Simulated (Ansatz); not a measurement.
Two structures of GeH₂Cl₂O, closed shell, reached by relaxing down either side of one saddle point (PBE0-D4/def2-TZVP). Energies are electronic, without zero-point energy. Program: Ansatz 0.2.0. Basis: def2-TZVPP and def2-QZVPP. Cores are frozen in the correlated methods. Filled d shells of the heavier atoms are correlated. The def2 sets are not built for correlating such inner shells, so the correlated values are less sure here. Extrapolation: Hartree–Fock as exp(−7.88 √X), correlation as X^−2.97. First:

Ge1  (-0.473, -1.318, 0.087)
Cl2  (1.762, -1.238, -0.067)
Cl3  (-1.008, -0.362, -1.869)
H4  (-0.607, 1.275, 0.086)
O5  (-0.317, 0.763, 0.856)
H6  (0.643, 0.880, 0.907)
(Å)

Second:

Ge1  (0.316, -1.617, 0.394)
Cl2  (2.147, -1.492, 1.606)
Cl3  (-2.199, 1.356, -1.622)
H4  (-1.206, 0.913, -0.910)
O5  (0.134, 0.136, 0.072)
H6  (0.808, 0.705, 0.460)
(Å)

**Question.** Which bonds change from the first to the second?

**Answer.** GeH₂Cl₂O ([OH2][Ge]([Cl])[Cl]) → GeHClO ([OH][Ge][Cl]) + HCl; bonds formed: Cl3–H4; dative contacts that become bonds: Ge1–O5; bonds broken: Ge1–Cl3, H4–O5.

**Question.** Give the saddle point's structure and its height above each. (An estimate is asked for; the value comes from the calculation.)

**Answer.** By the calculation: 20.90 kcal/mol above the first and 5.77 kcal/mol above the second (CCSD(T) at an estimated basis limit (MP2 extrapolated from triple and quadruple zeta, plus CCSD(T) − MP2 in triple zeta)).
Ge1  (-0.286, -1.245, 0.406)
Cl2  (1.883, -1.342, 0.014)
Cl3  (-1.136, 0.264, -1.740)
H4  (-0.768, 0.804, -0.503)
O5  (-0.292, 0.581, 0.860)
H6  (0.599, 0.936, 0.963)
(Å)

The search had been set up for a insertion of a divalent centre (a silylene, a carbene or their kin) (forming Ge1–H4, Ge1–O5, breaking H4–O5); from that guess it ended on this step instead.

The T1 diagnostic stays at or below 0.013.

Labels in which every atom is bracketed show which atoms are joined, not bond orders.

For scale, one of the runs: CCSD(T)/def2-TZVPP, 191 basis functions (an equivalent command: `ansatz run in.yaml --threads 4`). Hardware: 4 CPU threads, shared host. Wall time 62 s; peak host memory 2 GiB.
